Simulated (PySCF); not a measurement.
Structure with atom numbers: `[CH2:1]=[N:2]/[CH:3]=[CH:4]\[S:5][SiH3:6]`; H(Xn) means a hydrogen on atom n. Ha(C1) is cis to C3; Hb(C1) is trans to C3.

Geometry: PBE0-D3(BJ)/def2-SVP; GIAO shifts from PySCF 2.14, gas phase, non-relativistic, averaged over equivalent atoms.

At PBE0/pcSseg-0 (76 basis functions, 6.9 s wall time on 1 thread of an Arm Neoverse V2, shared host):
| atoms | δ (ppm) |
| --- | --- |
| C1 | 154.8 |
| C4 | 153.1 |
| C3 | 144.1 |
| N2 | 373.6 |
| S5 | -137.4 |
| Si6 | -103.4 |
| Hb(C1) | 7.55 |
| Ha(C1) | 7.32 |
| H(C3) | 6.86 |
| H(C4) | 6.10 |
| H(Si6) | 4.98 |

References, each an isolated molecule treated in the same way: $^{13}$C (σ = 193.52 ppm) and $^{29}$Si (σ = 348.52 ppm) and $^{1}$H (σ = 32.83 ppm) vs TMS; $^{15}$N (σ = 266.02 ppm) against NH3; $^{33}$S (σ = 515.45 ppm) vs CS2.

Task: Estimate the result of repeating the calculation with PBE0/cc-pVDZ.

Result: 
```json
{"atoms": "C1", "δ at PBE0/cc-pVDZ": "141.1", "change": "-13.7"}
{"atoms": "C4", "δ at PBE0/cc-pVDZ": "138.3", "change": "-14.8"}
{"atoms": "C3", "δ at PBE0/cc-pVDZ": "134.2", "change": "-9.9"}
{"atoms": "N2", "δ at PBE0/cc-pVDZ": "349.5", "change": "-24.1"}
{"atoms": "S5", "δ at PBE0/cc-pVDZ": "-73.7", "change": "+63.7"}
{"atoms": "Si6", "δ at PBE0/cc-pVDZ": "-64.0", "change": "+39.4"}
{"atoms": "Hb(C1)", "δ at PBE0/cc-pVDZ": "6.92", "change": "-0.63"}
{"atoms": "Ha(C1)", "δ at PBE0/cc-pVDZ": "6.98", "change": "-0.34"}
{"atoms": "H(C3)", "δ at PBE0/cc-pVDZ": "6.83", "change": "-0.03"}
{"atoms": "H(C4)", "δ at PBE0/cc-pVDZ": "6.08", "change": "-0.02"}
{"atoms": "H(Si6)", "δ at PBE0/cc-pVDZ": "5.03", "change": "+0.05"}
```

Scale: TMS for $^{13}$C (196.75 ppm) and $^{29}$Si (418.61 ppm) and $^{1}$H (31.29 ppm); $^{15}$N (273.12 ppm) against NH3; CS2 for $^{33}$S (548.96 ppm) (reference shieldings calculated alike).

The largest change is at S5 (sulfur bonded to C, Si). Cost: 127 basis functions, 15 s wall time on 1 thread of an Arm Neoverse V2, shared host. The order of the carbon signals is the same at both levels.

Experimental scales use liquid or dissolved standards, which lie at an offset from isolated NH3 (liquid NH3: subtract about 20 ppm). Unscaled 15N shifts of sp2 nitrogen often come out too high even then, by a few to some tens of ppm.
